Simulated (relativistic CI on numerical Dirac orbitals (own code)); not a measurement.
## What each ingredient does to the levels of Fe XVI

Base calculation: Dirac-Coulomb-Breit CI, separate exchange-only KLI orbitals for each configuration, model QED (radiative potential, 1s self-energy scaled to tabulated hydrogen-like ionisation energies), unscaled Slater integrals.

CI space (outside the closed core [Ne]): 3s, 3p, 3d, 4s, 4p, 4d, 4f, 5s, 5p, 5d, 5f, 5g, 6s, 6p, 6d, 7s, 7p. Levels of other configurations are missing.

Variants: (1) non-relativistic limit. Shifts of the energy above 3s ²S1/2, in eV, for the lowest level and the first level of each name with at least 55 % of one term (blank where a level changes its place among those of its configuration and J or its character, or is not in the variant):

| Level | Base | Δ(1) |
| --- | --- | --- |
| 3s ²S1/2 | 0.000 | 0.000 |
| 3p ²P°1/2 | 34.447 | -0.671 |
| 3p ²P°3/2 | 37.034 | -3.258 |
| 3d ²D3/2 | 83.896 | -3.391 |
| 3d ²D5/2 | 84.242 | -3.736 |
| 4s ²S1/2 | 231.182 | -2.154 |
| 4p ²P°1/2 | 244.849 | -2.392 |
| 4p ²P°3/2 | 245.855 | -3.398 |
| 4d ²D3/2 | 263.049 | -3.447 |
| 4d ²D5/2 | 263.209 | -3.606 |
| 4f ²F°5/2 | 270.390 | -3.525 |
| 4f ²F°7/2 | 270.450 | -3.585 |
| 5s ²S1/2 | 329.676 | -2.887 |
| 5p ²P°1/2 | 336.414 | -2.995 |
| 5p ²P°3/2 | 336.910 | -3.491 |
| 5d ²D3/2 | 345.203 | -3.511 |
| 5d ²D5/2 | 345.288 | -3.596 |
| 5f ²F°5/2 | 348.914 | -3.560 |
| 5f ²F°7/2 | 348.945 | -3.590 |
| 5g ²G7/2 | 349.252 | -3.585 |
| 5g ²G9/2 | 349.271 | -3.604 |
| 6s ²S1/2 | 380.758 | -3.203 |

At this charge energies of transitions that change n are usually good to better than 1 %, and those within a shell (Δn = 0) to a few per cent.

Ionisation energy from the two ground configurations alone: base 488.615 eV. The NIST ASD value (semi-empirical) is 489.312 eV.
